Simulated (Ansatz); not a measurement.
Ansatz (an electronic-structure program) input (PBE-QIDH/def2-TZVPD):

Ansatz 0.2 input:
```yaml
crystal:
  periodic: [false, false, false]
  atoms:
    - {symbol: F, position_ang: [0.62904051, -0.45823762, -1.37318079]}
    - {symbol: S, position_ang: [0.00000000, -0.00000000, -0.00000000]}
    - {symbol: F, position_ang: [1.27442995, -0.53483926, 0.76228239]}
    - {symbol: F, position_ang: [-0.68661161, -1.41253829, 0.15684144]}
    - {symbol: F, position_ang: [-1.27442995, 0.53483926, -0.76228239]}
    - {symbol: F, position_ang: [0.68661161, 1.41253829, -0.15684144]}
    - {symbol: F, position_ang: [-0.62904051, 0.45823762, 1.37318079]}
basis:
  gaussian:
    orbitals: def2-TZVPD
hamiltonian:
  xc: {name: PBE-QIDH}
magnetization: {spin_polarized: false}
correlation: {electrons: outside_noble_gas}
```

Output:

```
Functional definition: PBE-QIDH
integrals: 0.97 GiB planned
1837 factors; integrals over basis functions are off by at most 1.5e-3 eV
mean field: 2.03 GiB planned
mean field evaluation 1: about -27094.1960 eV, gradient 7.3e1 eV
mean field evaluation 2: about -27094.4538 eV, gradient 7.3e1 eV
mean field evaluation 4: about -27102.3225 eV, gradient 2.1e0 eV
mean field evaluation 8: about -27102.3589 eV, gradient 1.2e-1 eV
mean field evaluation 16: about -27102.3590 eV, gradient 5.8e-6 eV
mean field -27102.35896534 eV, -995.9933213375 hartree, gradient 8.9e-6 eV, S^2 0.000000; 0 other end points of the search recorded, 0 dependent functions left out
11 core orbitals not correlated
reference -27102.35898269 eV, -995.9933219750 hartree; 24, 24 occupied and 251, 251 virtual orbitals, 1837 factors
second order -52.51433168 eV of doubles, -0.00000000 eV of singles
Total energy: -27119.86375991 eV, -996.6366106729 hartree
```
